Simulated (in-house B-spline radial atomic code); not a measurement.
Atomic self-consistent-field run: Sn⁵⁺. Method: non-relativistic B3LYP, spin-polarised, spherical fractional occupations, exact exchange averaged over the configuration, point nucleus. Calculated with a radial B-spline atomic code at the basis-set limit.

Command:
```bash
python run_scf.py task.json out
```
Settings:
```
Z                50
configuration    [Kr] 4d9
hamiltonian      nr
method           b3lyp
spin_polarised   True
exact_exchange   averaged over the configuration
```

Output (hartree, bohr):
```
 radial grid: 50 intervals, B-splines of order 8, outer radius 18.2456 bohr

 iter        energy (Eh)    residual
    1       -5998.227088    8.76e-01
    2       -6010.590022    6.14e-01
    3       -6018.789947    1.43e-01
    4       -6019.235419    3.26e-02
    5       -6019.247635    1.78e-02
    6       -6019.254144    3.33e-03
    7       -6019.254212    2.25e-04
    8       -6019.254213    1.15e-05
    9       -6019.254213    3.45e-07

 total energy                     -6019.25421
 kinetic                            6016.8136
 electron-nucleus                 -14206.7552
 Hartree                            2329.9341
 exact exchange                      -31.3183
 exchange-correlation               -127.9284

 orbital      occ     eigenvalue          <r>       <r^2>       <1/r>       <r^4>       r_max
 1s up      1.000     -1032.9867    0.0304241  0.00123811     49.4717  3.8785e-06     0.02015
 1s down    1.000     -1032.9865    0.0304241  0.00123811     49.4717 3.87847e-06     0.02015
 2s up      1.000      -155.1081     0.131409   0.0202816     11.3096 0.000698806      0.1115
 2s down    1.000      -155.0952     0.131405   0.0202807       11.31  0.00069876      0.1115
 2p up      3.000      -145.1975     0.112105   0.0152838     11.3125  0.00045837     0.08734
 2p down    3.000      -145.1869     0.112101   0.0152826     11.3129 0.000458306     0.08733
 3s up      1.000       -32.0019     0.352241    0.141632     4.08137   0.0304647      0.3199
 3s down    1.000       -31.9958     0.352198    0.141587     4.08157   0.0304343      0.3199
 3p up      3.000       -27.9033      0.34328    0.136536     4.00229   0.0296708      0.3064
 3p down    3.000       -27.8962     0.343234    0.136485     4.00243   0.0296348      0.3064
 3d up      5.000       -20.3168     0.314321    0.117065     3.85996    0.025163      0.2514
 3d down    5.000       -20.3044       0.3144    0.117125     3.85904   0.0251955      0.2515
 4s up      1.000        -7.0484     0.842626    0.801568     1.62901    0.947267      0.7703
 4s down    1.000        -7.0020     0.842605    0.801669     1.62933    0.948281        0.77
 4p up      3.000        -5.6576     0.887523    0.896649     1.52547     1.22414      0.7967
 4p down    3.000        -5.6073     0.887854    0.897563     1.52518     1.22827      0.7964
 4d up      5.000        -3.3174      1.02952     1.23525     1.28009     2.56254      0.8693
 4d down    4.000        -3.2809      1.03196      1.2422     1.27833     2.60046      0.8696
```

Cost of the run: 0.34 s on 1 thread of Intel(R) Xeon(R) Platinum 8488C (shared host).
